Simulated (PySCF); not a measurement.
PySCF input for CH3ClSTe, SMILES CS[Te]Cl, TDDFT-PBE/def2-SVPD. The structure is a stationary point at B3LYP-D3(BJ)/def2-SVP. The structure was generated by enumeration, and PubChem lists no compound with its InChIKey, so it may never have been made. The def2 effective core potentials stand for the cores of Te; spin–orbit coupling is left out. The values are those of a single conformer.

```python
import numpy as np
from pyscf import gto, scf, dft, tdscf

mol = gto.M(
    atom='''
    Te    0.23118049    0.03211031    0.73538472
    Cl    0.82284962    1.94057445   -0.63240366
    S    -0.38346382   -1.56921720   -0.92698385
    C    -2.09683596   -1.08768303   -1.37091863
    H    -2.76200428   -1.13497638   -0.49870698
    H    -2.42845506   -1.81256206   -2.12986024
    H    -2.10293247   -0.07839037   -1.80332264
    ''',
    basis='def2-SVPD',
    ecp={'Te': 'def2-svp'},
    charge=0,
    spin=0,
    max_memory=1600,
    verbose=4,
)
mf = dft.RKS(mol, xc='pbe').density_fit(auxbasis='def2-universal-jkfit')
mf.grids.level = 3
mf.conv_tol = 1e-9
mf.max_cycle = 100
mf.kernel()
mf.grids = dft.Grids(mol).set(level=1).build(with_non0tab=True)  # coarser grid for the response kernel
td = tdscf.TDDFT(mf)
td.singlet = True
td.nstates = 10
td.conv_tol = 1e-4
td.positive_eig_threshold = 1e-6
td.kernel(x0=td.get_init_guess(mf, 15))
td.analyze()
tt = tdscf.TDA(mf)
tt.singlet = False
tt.nstates = 4
tt.conv_tol = 1e-4
tt.positive_eig_threshold = 1e-6
tt.kernel(x0=tt.get_init_guess(mf, 9))
tt.analyze(verbose=3)
```

It prints:

```
PySCF version 2.14.0

[INPUT] verbose = 4
[INPUT] num. atoms = 7
[INPUT] num. electrons = 66
[INPUT] charge = 0
[INPUT] spin (= nelec alpha-beta = 2S) = 0
[INPUT] symmetry False subgroup None
[INPUT] Mole.unit = angstrom
[INPUT] Symbol           X                Y                Z      unit          X                Y                Z       unit  Magmom
[INPUT]  1 Te     0.231180490000   0.032110310000   0.735384720000 AA    0.436867811443   0.060679691675   1.389675716990 Bohr   0.0
[INPUT]  2 Cl     0.822849620000   1.940574450000  -0.632403660000 AA    1.554960423502   3.667154234828  -1.195069717573 Bohr   0.0
[INPUT]  3 S     -0.383463820000  -1.569217200000  -0.926983850000 AA   -0.724641598480  -2.965390737957  -1.751745598395 Bohr   0.0
[INPUT]  4 C     -2.096835960000  -1.087683030000  -1.370918630000 AA   -3.962445692539  -2.055423037037  -2.590660749764 Bohr   0.0
[INPUT]  5 H     -2.762004280000  -1.134976380000  -0.498706980000 AA   -5.219431644077  -2.144794516050  -0.942419608609 Bohr   0.0
[INPUT]  6 H     -2.428455060000  -1.812562060000  -2.129860240000 AA   -4.589114969214  -3.425245877177  -4.024852537200 Bohr   0.0
[INPUT]  7 H     -2.102932470000  -0.078390370000  -1.803322640000 AA   -3.973966426755  -0.148136330103  -3.407785903828 Bohr   0.0

nuclear repulsion = 312.465535140627
number of shells = 55
number of NR pGTOs = 220
number of NR cGTOs = 133
basis = def2-SVPD
ecp = {'Te': 'def2-svp'}


******** <class 'pyscf.df.df_jk.DFRKS'> ********
method = DFRKS
initial guess = minao
damping factor = 0
level_shift factor = 0
DIIS = <class 'pyscf.scf.diis.CDIIS'>
diis_start_cycle = 1
diis_space = 8
diis_damp = 0
SCF conv_tol = 1e-09
SCF conv_tol_grad = None
SCF max_cycles = 100
direct_scf = False
XC library pyscf.dft.libxc version 7.1.2
    S. Lehtola, C. Steigemann, M. J. T. Oliveira, and M. A. L. Marques,  SoftwareX 7, 1–5 (2018)
XC functionals = pbe
    J. P. Perdew, K. Burke, and M. Ernzerhof,  Phys. Rev. Lett. 77, 3865 (1996)
    J. P. Perdew, K. Burke, and M. Ernzerhof,  Phys. Rev. Lett. 78, 1396 (1997)
    J. P. Perdew, K. Burke, and M. Ernzerhof,  Phys. Rev. Lett. 77, 3865 (1996)
    J. P. Perdew, K. Burke, and M. Ernzerhof,  Phys. Rev. Lett. 78, 1396 (1997)
radial grids:
    Treutler-Ahlrichs [JCP 102, 346 (1995); DOI:10.1063/1.469408] (M4) radial grids

becke partition: Becke, JCP 88, 2547 (1988); DOI:10.1063/1.454033
pruning grids: <function nwchem_prune>
grids dens level: 3
symmetrized grids: False
atomic radii adjust function: <function treutler_atomic_radii_adjust>
small_rho_cutoff = 0
Set gradient conv threshold to 3.16228e-05
Initial guess from minao.
tot grids = 103264
init E= -1137.96102629673
  HOMO = -0.67769441762075  LUMO = -0.606117699839261  gap/eV = 1.94770
cycle= 1 E= -1161.65691521813  delta_E= -23.7  |g|= 3.61  |ddm|=   11
  HOMO = -0.0538425384939491  LUMO = -0.0490719990134623  gap/eV = 0.12981
cycle= 2 E= -1047.99394538801  delta_E=  114  |g|= 12.4  |ddm|= 82.5
  HOMO = -0.0985336551159248  LUMO = -0.0562059772620486  gap/eV = 1.15179
cycle= 3 E= -1164.46284132486  delta_E= -116  |g|= 1.71  |ddm|=   82
  HOMO = -0.124967881763473  LUMO = -0.0814151851593015  gap/eV = 1.18513
cycle= 4 E= -1164.18230391293  delta_E= 0.281  |g|=  1.9  |ddm|= 4.63
  HOMO = -0.221276158395149  LUMO = -0.141529027470926  gap/eV = 2.17003
cycle= 5 E= -1165.62007866044  delta_E= -1.44  |g|= 0.292  |ddm|= 2.91
  HOMO = -0.191279897839626  LUMO = -0.120729313526814  gap/eV = 1.91978
cycle= 6 E= -1165.60521664141  delta_E= 0.0149  |g|= 0.358  |ddm|= 0.909
  HOMO = -0.200119496425341  LUMO = -0.124240625118168  gap/eV = 2.06477
cycle= 7 E= -1165.64677789775  delta_E= -0.0416  |g|= 0.113  |ddm|= 0.621
  HOMO = -0.202223587912683  LUMO = -0.12829019824248  gap/eV = 2.01183
cycle= 8 E= -1165.65133371995  delta_E= -0.00456  |g|= 0.0179  |ddm|= 0.188
  HOMO = -0.203810314394644  LUMO = -0.129296815475437  gap/eV = 2.02762
cycle= 9 E= -1165.65144267907  delta_E= -0.000109  |g|= 0.0061  |ddm|= 0.0343
  HOMO = -0.203942698448331  LUMO = -0.129327214486065  gap/eV = 2.03039
cycle= 10 E= -1165.65145489769  delta_E= -1.22e-05  |g|= 0.00199  |ddm|= 0.0109
  HOMO = -0.203837198751574  LUMO = -0.129246825775474  gap/eV = 2.02971
cycle= 11 E= -1165.65145605036  delta_E= -1.15e-06  |g|= 0.000839  |ddm|= 0.00378
  HOMO = -0.20385993086681  LUMO = -0.129259444878091  gap/eV = 2.02998
cycle= 12 E= -1165.65145628174  delta_E= -2.31e-07  |g|= 0.0004  |ddm|= 0.00167
  HOMO = -0.203874650815846  LUMO = -0.129273422444252  gap/eV = 2.03000
cycle= 13 E= -1165.65145632709  delta_E= -4.54e-08  |g|= 5.74e-05  |ddm|= 0.00053
  HOMO = -0.203876645704931  LUMO = -0.129275533720387  gap/eV = 2.03000
cycle= 14 E= -1165.65145632813  delta_E= -1.04e-09  |g|= 1.69e-05  |ddm|= 0.000113
  HOMO = -0.203875594644529  LUMO = -0.129274193602827  gap/eV = 2.03001
cycle= 15 E= -1165.65145632824  delta_E= -1.07e-10  |g|= 4.03e-06  |ddm|= 3.51e-05
  HOMO = -0.203876358358661  LUMO = -0.129274853388982  gap/eV = 2.03001
Extra cycle  E= -1165.65145632822  delta_E= 1.82e-11  |g|= 7.16e-06  |ddm|= 1.68e-05
converged SCF energy = -1165.65145632822
tot grids = 33256
Overwritten attributes  positive_eig_threshold  of <class 'pyscf.tdscf.rks.CasidaTDDFT'>


******** <class 'pyscf.tdscf.rks.CasidaTDDFT'> for <class 'pyscf.df.df_jk.DFRKS'> ********
nstates = 10 singlet
deg_eia_thresh = 1.000e-03
wfnsym = None
conv_tol = 0.0001
eigh lindep = 1e-12
eigh level_shift = 0
eigh max_cycle = 100


Excitation energies (eV)
[2.34725003 3.0384333  3.53225951 4.01406348 4.16555397 4.63410683
 4.97007894 5.15067102 5.20920233 5.27956731]

** Singlet excitation energies and oscillator strengths **
Excited State   1:      2.34725 eV    528.21 nm  f=0.0010
      33 -> 34       -0.70792
Excited State   2:      3.03843 eV    408.05 nm  f=0.0007
      33 -> 35       -0.70389
Excited State   3:      3.53226 eV    351.01 nm  f=0.0364
      31 -> 35        0.15795
      32 -> 34        0.68129
Excited State   4:      4.01406 eV    308.87 nm  f=0.0031
      32 -> 35       -0.70455
Excited State   5:      4.16555 eV    297.64 nm  f=0.0063
      31 -> 34       -0.70347
Excited State   6:      4.63411 eV    267.55 nm  f=0.0013
      30 -> 34        0.70249
Excited State   7:      4.97008 eV    249.46 nm  f=0.0049
      29 -> 34       -0.11534
      31 -> 35        0.47296
      33 -> 36        0.48948
Excited State   8:      5.15067 eV    240.71 nm  f=0.0234
      29 -> 34        0.55483
      30 -> 35       -0.13847
      31 -> 35       -0.18708
      33 -> 36        0.33987
Excited State   9:      5.20920 eV    238.01 nm  f=0.0020
      29 -> 34        0.13771
      30 -> 35        0.68724
Excited State  10:      5.27957 eV    234.84 nm  f=0.0807
      29 -> 34        0.37528
      29 -> 35       -0.26489
      31 -> 35        0.36234
      33 -> 36       -0.32627
      33 -> 37       -0.16306

** Transition electric dipole moments (AU) **
state          X           Y           Z        Dip. S.      Osc.
  1        -0.1345      0.0017      0.0021      0.0181      0.0010
  2        -0.0516      0.0475      0.0671      0.0094      0.0007
  3         0.2863      0.5508      0.1862      0.4201      0.0364
  4        -0.0068     -0.0452      0.1725      0.0318      0.0031
  5         0.0320     -0.0154      0.2468      0.0622      0.0063
  6        -0.1048     -0.0053      0.0112      0.0111      0.0013
  7        -0.0223     -0.1991      0.0200      0.0406      0.0049
  8         0.2083      0.3609      0.1091      0.1855      0.0234
  9         0.1152     -0.0339     -0.0368      0.0158      0.0020
 10        -0.4804     -0.5183     -0.3529      0.6240      0.0807

WARN: ECP detected. Skipping calculation of transition velocity and magnetic dipole moments, which have not yet been implemented.

Overwritten attributes  positive_eig_threshold  of <class 'pyscf.tdscf.rks.TDA'>


******** <class 'pyscf.tdscf.rks.TDA'> for <class 'pyscf.df.df_jk.DFRKS'> ********
nstates = 4 triplet
deg_eia_thresh = 1.000e-03
wfnsym = None
conv_tol = 0.0001
eigh lindep = 1e-12
eigh level_shift = 0
eigh max_cycle = 100


Excitation energies (eV)
[1.73493284 2.50602508 2.82745682 3.51264382]

** Triplet excitation energies and oscillator strengths **
Excited State   1:      1.73493 eV    714.63 nm  f=0.0000
Excited State   2:      2.50603 eV    494.74 nm  f=0.0000
Excited State   3:      2.82746 eV    438.50 nm  f=0.0000
Excited State   4:      3.51264 eV    352.97 nm  f=0.0000
```

Self-consistency was reached.

Cost: very roughly 40 core-seconds.
